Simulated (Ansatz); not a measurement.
Results of the Gaussian-basis code of Ansatz.

Basis-set series for CH4BFOS (`CSB(O)F`). Charge 0, multiplicity 1. The geometry is a stationary point of PBE0-D4/def2-TZVP. It is one conformer, not always the lowest.

| functional | basis | functions | energy (Eh) | HOMO (eV) | LUMO (eV) |
| --- | --- | --- | --- | --- | --- |
| PBE0-D4 | def2-SVP | 94 | -638.06959 | -7.09 | 1.17 |
| PBE0-D4 | def2-QZVPP | 418 | -638.51826 | -7.28 | 0.22 |
| ωB97M-V | def2-SVP | 94 | -638.35614 | -9.24 | 3.00 |
| ωB97M-V | def2-QZVPP | 418 | -638.81018 | -9.46 | 1.45 |

Task: Give the rows for def2-TZVPP. (An estimate is asked.)

Result: The calculation gave: 
```json
{"functional": "PBE0-D4", "basis": "def2-TZVPP", "functions": "222", "energy (Eh)": "-638.49297", "HOMO (eV)": "-7.25", "LUMO (eV)": "0.51"}
{"functional": "ωB97M-V", "basis": "def2-TZVPP", "functions": "222", "energy (Eh)": "-638.78609", "HOMO (eV)": "-9.43", "LUMO (eV)": "1.94"}
```

Positive LUMOs are unbound and depend on the basis.
